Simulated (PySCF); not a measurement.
# Computed records: GeH₄N

Computed with PySCF 2.14.0. Calculation on a computer-drawn molecule: vertical ionisation energy to the stated ion spin, frozen-core CCSD(T) at the basis limit and cheaper methods, single-reference cases, UHF for radicals, no spin-orbit; all values are single points at the evaluated structure, the first of each entry, which is the reference or a displaced copy of it and isn't optimised; the reference structure only sets the zero of the energies above reference; triples share is (T) over the correlation energy; on germanium a core potential holds 10 electrons, which the energies leave out, and 3d is frozen in MP2 and coupled-cluster steps.

Common to all runs: charge 1; multiplicity 1; ion multiplicity 2; diffuse functions no; basis cc-pVnZ; basis and core potential on germanium cc-pVnZ-PP ECP10MDF; reference is the Hartree-Fock double-zeta minimum; best is HF at quadruple zeta + MP2 correlation extrapolated from triple and quadruple zeta + CCSD(T) minus MP2 at triple zeta; basis step is the size of the change from the same recipe one zeta lower.

```json
{"entry": 1, "formula": "GeH4N", "evaluated_structure": {"atoms_angstrom": [["N", 0.8688, -0.6253, 3.0188], ["Ge", -0.61, -0.4224, 2.1605], ["H", 1.2768, 0.0894, 3.587], ["H", 1.4144, -1.4888, 3.0464], ["H", -1.3103, 0.8873, 2.2477], ["H", -1.1259, -1.7705, 1.2508]]}, "reference_structure": {"atoms_angstrom": [["N", 0.8637, -0.6379, 3.0296], ["Ge", -0.6108, -0.449, 2.1542], ["H", 1.2665, 0.0896, 3.5963], ["H", 1.4044, -1.4864, 3.0242], ["H", -1.3109, 0.8774, 2.2576], ["H", -1.0923, -1.6239, 1.3493]]}, "given": {"drawn_bonds_atom": [1, 1, 1, 2, 2], "drawn_bonds_other_atom": [2, 3, 4, 5, 6], "drawn_bonds_order": [1, 1, 1, 1, 1]}, "results": {"ionisation_energy_best [eV]": 17.42, "ionisation_energy_basis_step [eV]": 0.02178, "energy_above_reference_best [kcal/mol]": 6.543, "energy_above_reference_basis_step [kcal/mol]": 0.06748, "triple_zeta_method": ["HF", "PBE", "r2SCAN", "B3LYP", "wB97X", "MP2", "CCSD", "CCSD(T)"], "triple_zeta_ionisation_energy [eV]": [15.58, 17.44, 17.26, 17.37, 17.27, 17.38, 17.14, 17.28], "triple_zeta_energy_above_reference [kcal/mol]": [8.016, 5.56, 6.881, 6.466, 7.172, 7.244, 6.69, 6.507], "ionisation_energy_Koopmans_at_triple_zeta [eV]": 18.02, "ionisation_energy_EOM_CCSD_at_triple_zeta [eV]": 17.28, "total_energy_HF_triple_zeta [hartree]": -349.9226, "total_energy_CCSD(T)_triple_zeta [hartree]": -350.2759, "total_energy_best [hartree]": -350.3188, "T1_diagnostic_at_triple_zeta": 0.01714, "D1_diagnostic_at_triple_zeta": 0.05347, "ion_T1_diagnostic_at_triple_zeta": 0.009341, "ion_D1_diagnostic_at_triple_zeta": 0.02306, "ion_spin_squared_at_triple_zeta": 0.759, "triples_share_at_triple_zeta": 0.03568, "basis_functions_triple_zeta": 125}}
{"entry": 2, "formula": "GeH4N", "evaluated_structure": {"atoms_angstrom": [["N", 0.8688, -0.6253, 3.0188], ["Ge", -0.61, -0.4224, 2.1605], ["H", 1.2768, 0.0894, 3.587], ["H", 1.4144, -1.4888, 3.0464], ["H", -1.3103, 0.8873, 2.2477], ["H", -1.1356, -1.7958, 1.2338]]}, "reference_structure": {"atoms_angstrom": [["N", 0.8637, -0.6379, 3.0296], ["Ge", -0.6108, -0.449, 2.1542], ["H", 1.2665, 0.0896, 3.5963], ["H", 1.4044, -1.4864, 3.0242], ["H", -1.3109, 0.8774, 2.2576], ["H", -1.0923, -1.6239, 1.3493]]}, "given": {"drawn_bonds_atom": [1, 1, 1, 2, 2], "drawn_bonds_other_atom": [2, 3, 4, 5, 6], "drawn_bonds_order": [1, 1, 1, 1, 1]}, "results": {"ionisation_energy_best [eV]": 17.41, "ionisation_energy_basis_step [eV]": 0.02177, "energy_above_reference_best [kcal/mol]": 8.399, "energy_above_reference_basis_step [kcal/mol]": 0.07687, "triple_zeta_method": ["HF", "PBE", "r2SCAN", "B3LYP", "wB97X", "MP2", "CCSD", "CCSD(T)"], "triple_zeta_ionisation_energy [eV]": [15.57, 17.43, 17.25, 17.36, 17.26, 17.37, 17.13, 17.27], "triple_zeta_energy_above_reference [kcal/mol]": [10.17, 7.238, 8.77, 8.293, 9.157, 9.253, 8.581, 8.362], "ionisation_energy_Koopmans_at_triple_zeta [eV]": 18.02, "ionisation_energy_EOM_CCSD_at_triple_zeta [eV]": 17.28, "total_energy_HF_triple_zeta [hartree]": -349.9191, "total_energy_CCSD(T)_triple_zeta [hartree]": -350.2730, "total_energy_best [hartree]": -350.3158, "T1_diagnostic_at_triple_zeta": 0.01719, "D1_diagnostic_at_triple_zeta": 0.05344, "ion_T1_diagnostic_at_triple_zeta": 0.009441, "ion_D1_diagnostic_at_triple_zeta": 0.02306, "ion_spin_squared_at_triple_zeta": 0.7591, "triples_share_at_triple_zeta": 0.0358, "basis_functions_triple_zeta": 125}}
{"entry": 3, "formula": "GeH4N", "evaluated_structure": {"atoms_angstrom": [["N", 0.8688, -0.6253, 3.0188], ["Ge", -0.61, -0.4224, 2.1605], ["H", 1.2768, 0.0894, 3.587], ["H", 1.4144, -1.4888, 3.0464], ["H", -1.3103, 0.8873, 2.2477], ["H", -1.1359, -1.7966, 1.2332]]}, "reference_structure": {"atoms_angstrom": [["N", 0.8637, -0.6379, 3.0296], ["Ge", -0.6108, -0.449, 2.1542], ["H", 1.2665, 0.0896, 3.5963], ["H", 1.4044, -1.4864, 3.0242], ["H", -1.3109, 0.8774, 2.2576], ["H", -1.0923, -1.6239, 1.3493]]}, "given": {"drawn_bonds_atom": [1, 1, 1, 2, 2], "drawn_bonds_other_atom": [2, 3, 4, 5, 6], "drawn_bonds_order": [1, 1, 1, 1, 1]}, "results": {"ionisation_energy_best [eV]": 17.41, "ionisation_energy_basis_step [eV]": 0.02177, "energy_above_reference_best [kcal/mol]": 8.459, "energy_above_reference_basis_step [kcal/mol]": 0.07714, "triple_zeta_method": ["HF", "PBE", "r2SCAN", "B3LYP", "wB97X", "MP2", "CCSD", "CCSD(T)"], "triple_zeta_ionisation_energy [eV]": [15.57, 17.43, 17.25, 17.36, 17.26, 17.37, 17.13, 17.27], "triple_zeta_energy_above_reference [kcal/mol]": [10.24, 7.293, 8.831, 8.353, 9.221, 9.318, 8.642, 8.422], "ionisation_energy_Koopmans_at_triple_zeta [eV]": 18.02, "ionisation_energy_EOM_CCSD_at_triple_zeta [eV]": 17.28, "total_energy_HF_triple_zeta [hartree]": -349.9190, "total_energy_CCSD(T)_triple_zeta [hartree]": -350.2729, "total_energy_best [hartree]": -350.3157, "T1_diagnostic_at_triple_zeta": 0.01719, "D1_diagnostic_at_triple_zeta": 0.05344, "ion_T1_diagnostic_at_triple_zeta": 0.009444, "ion_D1_diagnostic_at_triple_zeta": 0.02307, "ion_spin_squared_at_triple_zeta": 0.7591, "triples_share_at_triple_zeta": 0.0358, "basis_functions_triple_zeta": 125}}
{"entry": 4, "formula": "GeH4N", "evaluated_structure": {"atoms_angstrom": [["N", 0.8688, -0.6253, 3.0188], ["Ge", -0.61, -0.4224, 2.1605], ["H", 1.2768, 0.0894, 3.587], ["H", 1.4144, -1.4888, 3.0464], ["H", -1.3103, 0.8873, 2.2477], ["H", -1.2257, -2.0313, 1.0749]]}, "reference_structure": {"atoms_angstrom": [["N", 0.8637, -0.6379, 3.0296], ["Ge", -0.6108, -0.449, 2.1542], ["H", 1.2665, 0.0896, 3.5963], ["H", 1.4044, -1.4864, 3.0242], ["H", -1.3109, 0.8774, 2.2576], ["H", -1.0923, -1.6239, 1.3493]]}, "given": {"drawn_bonds_atom": [1, 1, 1, 2, 2], "drawn_bonds_other_atom": [2, 3, 4, 5, 6], "drawn_bonds_order": [1, 1, 1, 1, 1]}, "results": {"ionisation_energy_best [eV]": 17.34, "ionisation_energy_basis_step [eV]": 0.01717, "energy_above_reference_best [kcal/mol]": 29.88, "energy_above_reference_basis_step [kcal/mol]": 0.06838, "triple_zeta_method": ["HF", "PBE", "r2SCAN", "B3LYP", "wB97X", "MP2", "CCSD", "CCSD(T)"], "triple_zeta_ionisation_energy [eV]": [15.49, 17.17, 17.16, 17.27, 17.18, 17.31, 17.06, 17.21], "triple_zeta_energy_above_reference [kcal/mol]": [35.49, 27.23, 30.57, 29.67, 32.46, 32.72, 30.53, 29.86], "ionisation_energy_Koopmans_at_triple_zeta [eV]": 17.85, "ionisation_energy_EOM_CCSD_at_triple_zeta [eV]": 17.22, "total_energy_HF_triple_zeta [hartree]": -349.8788, "total_energy_CCSD(T)_triple_zeta [hartree]": -350.2387, "total_energy_best [hartree]": -350.2816, "T1_diagnostic_at_triple_zeta": 0.01791, "D1_diagnostic_at_triple_zeta": 0.05332, "ion_T1_diagnostic_at_triple_zeta": 0.0167, "ion_D1_diagnostic_at_triple_zeta": 0.05037, "ion_spin_squared_at_triple_zeta": 0.7744, "triples_share_at_triple_zeta": 0.03719, "basis_functions_triple_zeta": 125}}
{"entry": 5, "formula": "GeH4N", "evaluated_structure": {"atoms_angstrom": [["N", 0.8302, -0.6467, 3.044], ["Ge", -0.6045, -0.4483, 2.1427], ["H", 1.2874, 0.085, 3.6119], ["H", 1.3767, -1.4643, 3.0438], ["H", -1.2994, 0.8837, 2.2734], ["H", -1.0732, -1.6332, 1.3516]]}, "reference_structure": {"atoms_angstrom": [["N", 0.8637, -0.6379, 3.0296], ["Ge", -0.6108, -0.449, 2.1542], ["H", 1.2665, 0.0896, 3.5963], ["H", 1.4044, -1.4864, 3.0242], ["H", -1.3109, 0.8774, 2.2576], ["H", -1.0923, -1.6239, 1.3493]]}, "given": {"drawn_bonds_atom": [1, 1, 1, 2, 2], "drawn_bonds_other_atom": [2, 3, 4, 5, 6], "drawn_bonds_order": [1, 1, 1, 1, 1]}, "results": {"ionisation_energy_best [eV]": 17.53, "ionisation_energy_basis_step [eV]": 0.02272, "energy_above_reference_best [kcal/mol]": 1.252, "energy_above_reference_basis_step [kcal/mol]": 0.08064, "triple_zeta_method": ["HF", "PBE", "r2SCAN", "B3LYP", "wB97X", "MP2", "CCSD", "CCSD(T)"], "triple_zeta_ionisation_energy [eV]": [15.69, 17.57, 17.39, 17.5, 17.4, 17.49, 17.25, 17.39], "triple_zeta_energy_above_reference [kcal/mol]": [1.011, 1.252, 1.038, 1.176, 1.022, 1.271, 1.23, 1.3], "ionisation_energy_Koopmans_at_triple_zeta [eV]": 18.08, "ionisation_energy_EOM_CCSD_at_triple_zeta [eV]": 17.39, "total_energy_HF_triple_zeta [hartree]": -349.9337, "total_energy_CCSD(T)_triple_zeta [hartree]": -350.2842, "total_energy_best [hartree]": -350.3272, "T1_diagnostic_at_triple_zeta": 0.01649, "D1_diagnostic_at_triple_zeta": 0.0519, "ion_T1_diagnostic_at_triple_zeta": 0.008803, "ion_D1_diagnostic_at_triple_zeta": 0.02264, "ion_spin_squared_at_triple_zeta": 0.7587, "triples_share_at_triple_zeta": 0.03483, "basis_functions_triple_zeta": 125}}
{"entry": 6, "formula": "GeH4N", "evaluated_structure": {"atoms_angstrom": [["N", 0.8719, -0.5988, 3.0039], ["Ge", -0.5522, -0.5097, 2.1394], ["H", 1.2689, 0.0857, 3.5631], ["H", 1.378, -1.4617, 3.0254], ["H", -1.259, 0.9106, 2.1936], ["H", -1.0678, -1.5873, 1.3672]]}, "reference_structure": {"atoms_angstrom": [["N", 0.8637, -0.6379, 3.0296], ["Ge", -0.6108, -0.449, 2.1542], ["H", 1.2665, 0.0896, 3.5963], ["H", 1.4044, -1.4864, 3.0242], ["H", -1.3109, 0.8774, 2.2576], ["H", -1.0923, -1.6239, 1.3493]]}, "given": {"drawn_bonds_atom": [1, 1, 1, 2, 2], "drawn_bonds_other_atom": [2, 3, 4, 5, 6], "drawn_bonds_order": [1, 1, 1, 1, 1]}, "results": {"ionisation_energy_best [eV]": 17.87, "ionisation_energy_basis_step [eV]": 0.02454, "energy_above_reference_best [kcal/mol]": 7.252, "energy_above_reference_basis_step [kcal/mol]": 0.3468, "triple_zeta_method": ["HF", "PBE", "r2SCAN", "B3LYP", "wB97X", "MP2", "CCSD", "CCSD(T)"], "triple_zeta_ionisation_energy [eV]": [16.07, 17.88, 17.72, 17.84, 17.75, 17.84, 17.61, 17.74], "triple_zeta_energy_above_reference [kcal/mol]": [5.566, 7.646, 6.565, 7.01, 6.359, 7.32, 7.126, 7.471], "ionisation_energy_Koopmans_at_triple_zeta [eV]": 18.43, "ionisation_energy_EOM_CCSD_at_triple_zeta [eV]": 17.74, "total_energy_HF_triple_zeta [hartree]": -349.9265, "total_energy_CCSD(T)_triple_zeta [hartree]": -350.2744, "total_energy_best [hartree]": -350.3177, "T1_diagnostic_at_triple_zeta": 0.01514, "D1_diagnostic_at_triple_zeta": 0.04684, "ion_T1_diagnostic_at_triple_zeta": 0.008509, "ion_D1_diagnostic_at_triple_zeta": 0.02125, "ion_spin_squared_at_triple_zeta": 0.758, "triples_share_at_triple_zeta": 0.03382, "basis_functions_triple_zeta": 125}}
{"entry": 7, "formula": "GeH4N", "evaluated_structure": {"atoms_angstrom": [["N", 0.8719, -0.5988, 3.0039], ["Ge", -0.5522, -0.5097, 2.1394], ["H", 1.2689, 0.0857, 3.5631], ["H", 1.4493, -1.5833, 3.0284], ["H", -1.259, 0.9106, 2.1936], ["H", -1.0678, -1.5873, 1.3672]]}, "reference_structure": {"atoms_angstrom": [["N", 0.8637, -0.6379, 3.0296], ["Ge", -0.6108, -0.449, 2.1542], ["H", 1.2665, 0.0896, 3.5963], ["H", 1.4044, -1.4864, 3.0242], ["H", -1.3109, 0.8774, 2.2576], ["H", -1.0923, -1.6239, 1.3493]]}, "given": {"drawn_bonds_atom": [1, 1, 1, 2, 2], "drawn_bonds_other_atom": [2, 3, 4, 5, 6], "drawn_bonds_order": [1, 1, 1, 1, 1]}, "results": {"ionisation_energy_best [eV]": 17.71, "ionisation_energy_basis_step [eV]": 0.02248, "energy_above_reference_best [kcal/mol]": 13.72, "energy_above_reference_basis_step [kcal/mol]": 0.2081, "triple_zeta_method": ["HF", "PBE", "r2SCAN", "B3LYP", "wB97X", "MP2", "CCSD", "CCSD(T)"], "triple_zeta_ionisation_energy [eV]": [15.88, 17.72, 17.55, 17.66, 17.57, 17.68, 17.44, 17.57], "triple_zeta_energy_above_reference [kcal/mol]": [14.32, 12.87, 12.85, 13.26, 13.1, 13.79, 13.79, 13.79], "ionisation_energy_Koopmans_at_triple_zeta [eV]": 18.3, "ionisation_energy_EOM_CCSD_at_triple_zeta [eV]": 17.56, "total_energy_HF_triple_zeta [hartree]": -349.9125, "total_energy_CCSD(T)_triple_zeta [hartree]": -350.2643, "total_energy_best [hartree]": -350.3074, "T1_diagnostic_at_triple_zeta": 0.01579, "D1_diagnostic_at_triple_zeta": 0.04885, "ion_T1_diagnostic_at_triple_zeta": 0.009181, "ion_D1_diagnostic_at_triple_zeta": 0.02298, "ion_spin_squared_at_triple_zeta": 0.7597, "triples_share_at_triple_zeta": 0.03502, "basis_functions_triple_zeta": 125}}
{"entry": 8, "formula": "GeH4N", "evaluated_structure": {"atoms_angstrom": [["N", 0.8719, -0.5988, 3.0039], ["Ge", -0.5522, -0.5097, 2.1394], ["H", 1.2689, 0.0857, 3.5631], ["H", 1.4503, -1.585, 3.0285], ["H", -1.259, 0.9106, 2.1936], ["H", -1.0678, -1.5873, 1.3672]]}, "reference_structure": {"atoms_angstrom": [["N", 0.8637, -0.6379, 3.0296], ["Ge", -0.6108, -0.449, 2.1542], ["H", 1.2665, 0.0896, 3.5963], ["H", 1.4044, -1.4864, 3.0242], ["H", -1.3109, 0.8774, 2.2576], ["H", -1.0923, -1.6239, 1.3493]]}, "given": {"drawn_bonds_atom": [1, 1, 1, 2, 2], "drawn_bonds_other_atom": [2, 3, 4, 5, 6], "drawn_bonds_order": [1, 1, 1, 1, 1]}, "results": {"ionisation_energy_best [eV]": 17.71, "ionisation_energy_basis_step [eV]": 0.02244, "energy_above_reference_best [kcal/mol]": 13.9, "energy_above_reference_basis_step [kcal/mol]": 0.2066, "triple_zeta_method": ["HF", "PBE", "r2SCAN", "B3LYP", "wB97X", "MP2", "CCSD", "CCSD(T)"], "triple_zeta_ionisation_energy [eV]": [15.88, 17.72, 17.55, 17.66, 17.57, 17.68, 17.43, 17.57], "triple_zeta_energy_above_reference [kcal/mol]": [14.53, 13.03, 13.02, 13.44, 13.29, 13.97, 13.98, 13.97], "ionisation_energy_Koopmans_at_triple_zeta [eV]": 18.3, "ionisation_energy_EOM_CCSD_at_triple_zeta [eV]": 17.56, "total_energy_HF_triple_zeta [hartree]": -349.9122, "total_energy_CCSD(T)_triple_zeta [hartree]": -350.2640, "total_energy_best [hartree]": -350.3071, "T1_diagnostic_at_triple_zeta": 0.0158, "D1_diagnostic_at_triple_zeta": 0.04889, "ion_T1_diagnostic_at_triple_zeta": 0.009194, "ion_D1_diagnostic_at_triple_zeta": 0.023, "ion_spin_squared_at_triple_zeta": 0.7598, "triples_share_at_triple_zeta": 0.03504, "basis_functions_triple_zeta": 125}}
```
